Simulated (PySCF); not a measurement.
**W²⁺ (tungsten, charge +2) across methods**

[Xe] 4f14 5d3 6p1, one real determinant (an excited configuration). All numbers are calculated (PySCF 2.14, a scalar-relativistic core potential, in def2-QZVPPD with the def2 core potential (60 electrons)).

```
   method  E (hartree)  mean ε 5p β (eV)  mean ε 5d α (eV)  mean ε 6p α (eV)  Σ⟨r²⟩ (bohr²)   ⟨S²⟩
     MN15     -65.6638           -63.933           -26.179           -16.227          37.53  6.001
      PBE     -65.7838           -61.074           -24.323           -15.159          37.48  6.001
      UHF    -65.26852           -68.988           -29.955           -17.002          38.26  6.004
   PBEsol     -65.6631           -60.944           -24.247           -15.159          37.48  6.001
    M06-L     -65.7936           -61.737           -24.292           -14.908          37.36  6.001
     PBE0     -65.7567           -63.366           -25.899           -15.731          37.55  6.001
BHandHLYP     -65.6672           -65.560           -27.233           -16.060          37.70  6.002
      LDA     -65.5827           -61.009           -24.261           -15.233          37.58  6.000
```

(1) Estimate the same row for r2SCAN.

⟨L²⟩ = 14.01 against 20 for a pure G term, so this real determinant mixes terms. Energies and moments cover only the electrons outside the core potential. Spin-orbit coupling, absent here, splits the open shell strongly.

Answers

(1) E (hartree) = -65.7987; mean ε 5p β (eV) = -61.872; mean ε 5d α (eV) = -24.764; mean ε 6p α (eV) = -15.223; Σ⟨r²⟩ (bohr²) = 37.40; ⟨S²⟩ = 6.002.
